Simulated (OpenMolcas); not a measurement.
## Ionisation energies of neodymium

| Quantity | Value |
| --- | --- |
| Program | OpenMolcas 26.06 |
| Basis | ANO-RCC-VQZP [9s8p6d4f3g2h] |
| Scalar Hamiltonian | DKH2, point nucleus |
| Spin-orbit coupling | state interaction with AMFI integrals over the reference wave functions, term energies averaged over their components |

Active shells in each charge state: the valence f shell, with orbitals averaged over the low states. Where CASPT2's correlated closed shells are named, they are those of the first ion.

A. CASSCF
B. SS-CASPT2, IPEA 0.25 Eh, imaginary shift 0.1 Eh (closed shells correlated: 5s 5p)
C. SS-CASPT2, IPEA 0 Eh, imaginary shift 0.1 Eh (closed shells correlated: 5s 5p)
D. SS-CASPT2, IPEA 0.25 Eh, imaginary shift 0.1 Eh (closed shells correlated: 4d 5s 5p)

Energies in eV between the lowest computed levels, named as in B; reference values from the NIST Atomic Spectra Database with their kind.

```json
{"From": "Nd2+ 4f4 5I4", "To": "Nd3+ 4f3 4I* 9/2", "A": "19.781", "B": "21.973", "C": "22.132", "D": "22.115", "Spin-orbit share in B": "-0.056", "Reference": "22.090 (semi-empirical)"}
{"From": "Nd3+ 4f3 4I* 9/2", "To": "Nd4+ 4f2 3H4", "A": "39.029", "B": "40.294", "C": "40.373", "D": "40.314", "Spin-orbit share in B": "+0.033", "Reference": "40.600 (semi-empirical)"}
```

The lowest level within the active space need not be the ion's true ground level.

* marks odd parity.
